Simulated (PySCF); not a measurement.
tetramethyldisiloxane cation (C4H14OSi2), SMILES C[SiH](C)O[SiH](C)C (connectivity only; charge and spin as stated), charge +1, multiplicity 2. Atoms are numbered in the order given.

```xyz
21

C      1.3215     2.4612    -0.8131
Si     0.1573     1.6228     0.3777
C     -1.6459     2.2723     0.1293
O      0.0000     0.0000    -0.0401
Si    -0.1573    -1.6228     0.3777
C      1.6459    -2.2723     0.1293
C     -1.3215    -2.4612    -0.8131
H      0.9973     2.3222    -1.8550
H      2.3343     2.0450    -0.6885
H      1.3521     3.5391    -0.5852
H      0.5199     1.7138     1.8139
H     -2.3148     1.7383     0.8177
H     -1.5708     3.3412     0.3918
H     -1.9397     2.1349    -0.9198
H     -0.5199    -1.7138     1.8139
H      1.9397    -2.1349    -0.9198
H      1.5708    -3.3412     0.3918
H      2.3148    -1.7383     0.8177
H     -2.3343    -2.0450    -0.6885
H     -0.9973    -2.3222    -1.8550
H     -1.3521    -3.5391    -0.5852
```
Charge +1, spin multiplicity 2.

Geometry optimised at B3LYP-D3(BJ)/def2-SVP. The spin state was assumed, not searched. One conformer was computed; it need not be the lowest.

Calculation: TDA-B3LYP/def2-SVP (PySCF).

Vertical excitations. Gas-phase values at a fixed geometry.

```
state    energy (eV)  λ (nm)      f                                                  main pairs
-------  -----------  ------  -----  ----------------------------------------------------------
root 1          0.90    1379  0.003                                          β HOMO−1→LUMO 94 %
root 2          1.64     758  0.007                                          β HOMO−2→LUMO 99 %
root 3          1.94     638  0.404                                            β HOMO→LUMO 93 %
root 4          2.84     437  0.018                      β HOMO−5→LUMO 78 %, β HOMO−7→LUMO 16 %
root 5          2.91     426  0.000                                          β HOMO−3→LUMO 94 %
root 6          3.03     410  0.000                                          β HOMO−4→LUMO 95 %
root 7          3.46     359  0.005  β HOMO−7→LUMO 67 %, β HOMO−5→LUMO 14 %, β HOMO−6→LUMO 10 %
root 8          3.48     356  0.000                                          β HOMO−8→LUMO 93 %
root 9          3.49     355  0.045                                          β HOMO−6→LUMO 84 %
root 10         3.77     329  0.040                                         β HOMO−10→LUMO 88 %
```
Unrestricted roots are not spin-pure.
